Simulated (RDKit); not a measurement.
Input file for RDKit: UFF on CH2F2 (SMILES FCF).

```python
from rdkit import Chem
from rdkit.Chem import AllChem, rdDetermineBonds

blocks = [
'''5

F    -1.04526284   -0.46922664    3.61032876
C     0.27746495   -0.36392727    3.27586727
F     0.72685780    0.85499955    3.70433899
H     0.36792515   -0.41298923    2.19000686
H     0.82764419   -1.13871956    3.81328317
''',
]
mol = None
for b in blocks:
    f = Chem.MolFromXYZBlock(b)
    rdDetermineBonds.DetermineBonds(f, charge=0)
    mol = f if mol is None else Chem.CombineMols(mol, f)
Chem.SanitizeMol(mol)
print(Chem.MolToSmiles(Chem.RemoveHs(mol)))
ff = AllChem.UFFGetMoleculeForceField(mol, vdwThresh=100.0, ignoreInterfragInteractions=False)
e = ff.CalcEnergy()
print(f'UFF energy {e:.6f} kcal/mol')
```

Program output:

```
FCF
UFF energy 0.814637 kcal/mol
```

The run finished.

Cost: around 0.03 core-seconds (rough).
